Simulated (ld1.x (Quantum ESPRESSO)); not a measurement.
Plane-wave convergence, ultrasoft potential for thallium

thallium, ultrasoft, made with ld1.x (Quantum ESPRESSO) 7.5 (PBE, scalar-relativistic). Core [Xe] 4f14 5d10, reference 6s2 6p1. Waves: 6s (bound): rcut 2.15, rcutus 2.25 bohr; 6s channel at -0.2 Ry: rcut 2.15, rcutus 2.25 bohr; 6p (bound): rcut 2.05, rcutus 2.25 bohr; 6p channel at 5 Ry: rcut 2.05, rcutus 2.25 bohr. Local part: all-electron potential smoothed inside 1.90 bohr (lloc = -1). Core correction: a·sin(br)/r model core inside 1.25 bohr. Augmentation charge: PSQ, inside the norm-conserving radii.

The pseudo-atom Hamiltonian at the reference potential is diagonalised in spherical Bessel functions j_l(qr) that vanish at 20 bohr, with q² up to the cutoff. All-electron valence levels (Ry): 6s -0.7016, 6p -0.1742.

Task: How do the lowest levels (Ry) of each channel move with the cutoff, and are there ghosts?

Result:

```csv
cutoff (Ry),s #1,s #2,p #1,d #1,d #2,f #1,f #2,Σ f·Δε (mRy)
8,-0.7022,-0.0332,-0.1726,-0.0026,0.0656,0.0972,0.2186,2.7
10,-0.7023,-0.0333,-0.1741,-0.0353,0.0577,0.0972,0.2186,0.9
12,-0.7023,-0.0333,-0.1746,-0.0714,0.0537,0.0972,0.2186,0.5
15,-0.7024,-0.0333,-0.1746,-0.1034,0.0517,0.0972,0.2186,0.3
400,-0.7025,-0.6260,-0.1747,-0.1659,0.0492,0.0972,0.2186,0.0
```

Result: ghost states, extra bound levels that the all-electron valence spectrum of the same l lacks: s at -8.5 eV, d at -2.26 eV (a true bound ghost makes a file unfit for plane-wave use); 10 mRy is reached at 6 Ry and 1 mRy at 10 Ry.

Test run stopped at test 4 of 7 (negative rho).
